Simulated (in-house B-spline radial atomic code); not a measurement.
Zn⁷⁺. Computed with a B-spline radial atomic code. Model: all-electron spherical atom, spin shells full or empty, radial basis limit, no spin-orbit coupling: exact exchange with a local potential (Slater, KLI or optimised effective potential, whose far tail is KLI's), no correlation.

Exchange potential has not reached -1/r at the last radius.

The run also made RPA and GW results, which its time includes.

The Slater potential averages the orbital exchange potentials with the orbital densities as weights, KLI adds orbital constants, and the optimised effective potential minimises the exact-exchange energy among local potentials. So their energies lie above Hartree-Fock in the order OEP, KLI, Slater. All fall off as −1/r, unlike LDA and GGA exchange.

Command:
```bash
python run_gw.py task.json out
```
Settings (lengths in bohr, energies in hartree):
```
Z                      30
electrons              23
configuration          [Ar] 3d5
hamiltonian            nr
method                 kli
lmax                   9
spin_polarised         True
box_radius             8.41
intervals              68
```

Time taken, with all properties: 5.4 s on 1 thread of Arm Neoverse N1 (shared host).

Given: hamiltonian non-relativistic; mean-field start exchange-only KLI.

Computed: energy above Hartree-Fock 8.483 millihartree; virial ratio -E/T less 1 0.000397.

```tsv
radius (bohr)	r times exchange potential up (hartree bohr)	r times exchange potential down (hartree bohr)
0.00167	-0.039832	-0.040562
0.00203	-0.04837	-0.049258
0.00246	-0.058534	-0.059609
0.003	-0.071237	-0.072548
0.00364	-0.086181	-0.087772
0.00443	-0.10444	-0.10637
0.00538	-0.12607	-0.12842
0.00655	-0.15217	-0.15503
0.00796	-0.1827	-0.18618
0.00968	-0.21845	-0.22267
0.0118	-0.26001	-0.26516
0.0143	-0.30525	-0.31149
0.0174	-0.35546	-0.36305
0.0211	-0.40682	-0.41603
0.0257	-0.45815	-0.46937
0.0313	-0.5035	-0.51718
0.038	-0.53669	-0.55334
0.0462	?	?
0.0562	-0.55409	-0.57906
0.0683	-0.55341	-0.58396
0.0831	?	?
0.101	-0.67737	-0.72065
0.123	-0.80349	-0.853
0.149	-0.91999	-0.97496
0.182	-1.001	-1.0595
0.221	-1.0178	-1.0717
0.268	-0.98245	-0.99583
0.326	-0.9893	-0.8594
0.397	-1.1587	-0.87474
0.482	-1.4026	-1.0816
0.587	-1.6	-1.2709
0.713	-1.6832	-1.3707
0.867	-1.6408	-1.381
1.05	-1.5102	-1.3274
1.28	-1.3451	-1.2439
1.56	-1.2033	-1.1631
1.89	-1.1105	-1.1006
```

What belongs in the row 0.0462?

r times exchange potential up (hartree bohr): -0.55361; r times exchange potential down (hartree bohr): -0.57396.

What belongs in the row 0.0831?

r times exchange potential up (hartree bohr): -0.58694; r times exchange potential down (hartree bohr): -0.62382.

| occupied | level (hartree) | Hartree-Fock level (hartree) |
| --- | --- | --- |
| 1s up | -351.83 | -359.23 |
| 1s down | -352.26 | -359.23 |
| 2s up | -48.237 | -50.563 |
| 2s down | -48.333 | -50.25 |
| 2p up | ? | ? |
| 2p down | -43.45 | -44.81 |
| 3s up | ? | ? |
| 3s down | -10.426 | -10.778 |
| 3p up | -9.2245 | -9.5775 |
| 3p down | -8.8192 | -8.8222 |
| 3d up | -6.4735 | -6.4767 |

What belongs in the row 2p up?

level (hartree): -43.263; Hartree-Fock level (hartree): -45.11.

What belongs in the row 3s up?

level (hartree): -10.836; Hartree-Fock level (hartree): -11.399.

```json
{"empty": "3d down", "level (hartree)": "-6.0678"}
{"empty": "4s up", "level (hartree)": "-4.0941"}
{"empty": "4s down", "level (hartree)": "-4.009"}
{"empty": "4p up", "level (hartree)": "?"}
{"empty": "4p down", "level (hartree)": "-3.5222"}
{"empty": "4d up", "level (hartree)": "-2.8102"}
{"empty": "4d down", "level (hartree)": "-2.7484"}
{"empty": "5s up", "level (hartree)": "?"}
{"empty": "5s down", "level (hartree)": "-2.1582"}
{"empty": "4f up", "level (hartree)": "-2.152"}
{"empty": "4f down", "level (hartree)": "-2.1123"}
```

What belongs in the row 4p up?

level (hartree): -3.5974.

What belongs in the row 5s up?

level (hartree): -2.1883.

The highest level, 3d up, differs from Hartree-Fock by +0.086 eV and the deepest, 1s down, by +190 eV: a local potential can match the highest level but can't give each shell its own exchange.
